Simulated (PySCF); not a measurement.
Species: C6H7O2S (charge -1).
Atom-mapped SMILES: `[CH3:1][O:2][CH2:3][c:4]1[cH:5][cH:6][c:7]([S-:8])[o:9]1` (hydrogens: H10, H11, H12 on C1; H13, H14 on C3; H15 on C5; H16 on C6)

The geometry is computed with GFN2-xTB (gas phase).

Question: List the bond lengths, angles and torsions at this level.

Answer: 
```csv
bond,length (Å)
C1–O2,1.404
O2–C3,1.433
C3–C4,1.486
C4–C5,1.367
C5–C6,1.405
C6–C7,1.386
C7–S8,1.682
C7–O9,1.367
C4–O9,1.373
"C1–H10, C1–H11",1.092
C1–H12,1.099
"C3–H13, C3–H14",1.098
C5–H15,1.075
C6–H16,1.072
```

Bonds in one row agree within 0.01 Å and their mean is given. A selection of angles:
```csv
angle,degrees
O2–C1–H10,111.4
O2–C1–H11,106.8
H10–C1–H11,109.5
H10–C1–H12,108.4
C1–O2–C3,112.6
O2–C3–C4,114.4
O2–C3–H13,109.1
O2–C3–H14,103.8
C4–C3–H13,108.6
C4–C3–H14,111.4
H13–C3–H14,109.5
C3–C4–C5,132.5
C3–C4–O9,117.9
C5–C4–O9,109.5
C4–C5–C6,107.2
C4–C5–H15,125.6
C6–C5–H15,127.3
C5–C6–C7,106.8
C5–C6–H16,127.7
C7–C6–H16,125.5
C6–C7–S8,130.7
C6–C7–O9,109.0
S8–C7–O9,120.3
C4–O9–C7,107.5
```

Dihedral angles: C1–O2–C3–C4 58° (synclinal); O2–C3–C4–C5 71° (synclinal). The mirror-image conformer, all signs reversed, is as good.

The 4 C–C bonds span 1.367 Å (C4–C5, aromatic) to 1.486 Å (C3–C4, drawn single), a spread of 0.119 Å. C7 (substituted aromatic carbon) is planar (angles 130.7°, 120.3° and 109.0°, sum 360.0°, 0.00 Å off the plane of its three neighbours). Of the pairs four or more bonds apart, C4···H10 is among the closest relative to their van der Waals radii: 2.53 Å, 87 % of the sum of Bondi's values. C4 (substituted aromatic carbon) is planar (angles 132.5°, 117.9° and 109.5°, sum 360.0°, 0.02 Å off the plane of its three neighbours). The 4 C–O bonds span 1.367 Å (C7–O9, aromatic) to 1.433 Å (O2–C3, drawn single), a spread of 0.066 Å. The 5-membered ring C4–C5–C6–C7–O9 has internal angles of 106.8° to 109.5°; it is planar, 0.00 Å rms from its mean plane, widest ring torsion 1°. C5 (aromatic CH carbon) is planar (angles 127.3°, 125.6° and 107.2°, sum 360.0°, 0.00 Å off the plane of its three neighbours).

Point group: C1 (no symmetry element, even within 0.4 Å). No frequency check.
